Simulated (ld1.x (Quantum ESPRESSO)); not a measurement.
## Mo: variants of one TM potential

Base potential:

ld1.x (Quantum ESPRESSO) 7.5 input, shortened:

```
&input
   title='Mo', zed=42., rel=1, dft='PBE', iswitch=3,
   config='[Kr] 4d5 5s1 5p0'
 /
 &inputp
   pseudotype=2, tm=.true., lloc=0,
   nlcc=.true., rcore=1.05
 /
3
4P  2  1   6.00   0.00  1.25  1.25  0.0
4D  3  2   5.00   0.00  2.40  2.40  0.0
4S  1  0   2.00   0.00  1.80  1.80  0.0
 &test
   configts(1)='4s2 4p6 4d5 5s1 5p0'
 /
```

Occupied shells without a wave of their own: 5s. They enter only through the test configuration that unscreens the potential, and ld1.x also counts them in the model core charge.

Cutoffs, loose and tight: the cutoffs (Ry, on a coarse ladder) from which the occupation-weighted sum of valence levels, in a spherical-Bessel basis at the reference potential, stays within 10 and 1 mRy of its value at 400 Ry. They do not see the model core or the augmentation charge, which bear on the density cutoff. Test errors are all-electron minus pseudo excitation energies from the reference, over the configurations 4s2 4p6 4d5 5s0 5p0; 4s2 4p6 4d4 5s0 5p0; 4s2 4p6 4d3 5s0 5p0; 4s2 4p6 4d5 5s0 5p1; 4s2 4p6 4d2 5s0 5p0; 4s2 4p6 4d6 5s0 5p0; 4s2 4p6 4d5 5s0.5 5p0. A dash means not determined; rows that change the core or the reference have their own tests.

With those shells counted twice in exchange and correlation these files are broken, and their errors move erratically; no question is asked of them.

A true bound ghost makes a file unfit for plane-wave use even where its test errors are small: the radial tests pick states by their node count and pass the ghost by. Where a test does run into it, the solver fails or the error is huge.

Cutoffs are not given where the Bessel-basis levels miss the radial ones by over 6 mRy, ghosts where they miss by over 20 mRy; a channel whose overlap is not positive is not tested.

```tsv
change	outcome	cutoff, loose	cutoff, tight	bound ghosts	largest test error (meV)
base	generated, misses its reference levels by 1.14 eV	90 Ry	140 Ry	none	-4219
type PAW; waves now 4s (bound): rcut 1.55, rcutus 1.80 bohr; 5s (bound): rcut 1.55, rcutus 1.80 bohr; 4p (bound): rc 1.25 bohr; 5p (bound): rc 1.25 bohr; 4d (bound): rcut 2.10, rcutus 2.40 bohr; 4d channel at 2 Ry: rcut 2.10, rcutus 2.40 bohr; local potential all-electron potential smoothed inside 1.35 bohr (lloc = -1); augmentation PSQ, inside the norm-conserving radii	failed: invmat: error in DGETRF	–	–	–	–
all radii but the core radius scaled by about 1.31 (s 2.36, p 1.64, d 3.16 bohr)	failed: run_pseudo: Errors in PS-KS equation	–	–	–	–
core [Kr], valence charge 6; reference 4d5 5s1 5p0; waves now 5s (bound): rc 2.65 bohr; 5p (bound): rc 4.15 bohr; 4d (bound): rc 1.75 bohr; local potential the d channel; core correction a·sin(br)/r model core inside 1.35 bohr	generated	40 Ry	50 Ry	s, p	-389 over the solved tests; 1 of 7 tests not solved or not reliable
local potential all-electron potential smoothed inside 1.75 bohr (lloc = -1)	generated	90 Ry	140 Ry	none	-700
wave 4s (bound): rc 1.80 bohr becomes 4s (bound): rc 2.02 bohr	generated, misses its reference levels by 2.28 eV	–	–	none	-8119
wave 4d (bound): rc 2.40 bohr becomes 4d (bound): rc 1.94 bohr	generated, misses its reference levels by 1.14 eV	90 Ry	140 Ry	none	-4231
wave 4p (bound): rc 1.25 bohr becomes 4p (bound): rc 1.14 bohr	generated, misses its reference levels by 1.14 eV	90 Ry	140 Ry	none	-4219
core correction a·sin(br)/r model core inside 1.12 bohr	generated, misses its reference levels by 1.14 eV	90 Ry	140 Ry	none	-4220
wave 4d (bound): rc 2.40 bohr becomes 4d (bound): rc 1.88 bohr	generated, misses its reference levels by 1.14 eV	90 Ry	140 Ry	none	-4231
all radii but the core radius scaled by about 1.04 (s 1.86, p 1.30, d 2.50 bohr)	generated, misses its reference levels by 1.33 eV	80 Ry	120 Ry	none	-4800
reference 4s2 4p6 4d5 5s0 5p0	generated	90 Ry	140 Ry	none	+2618
```
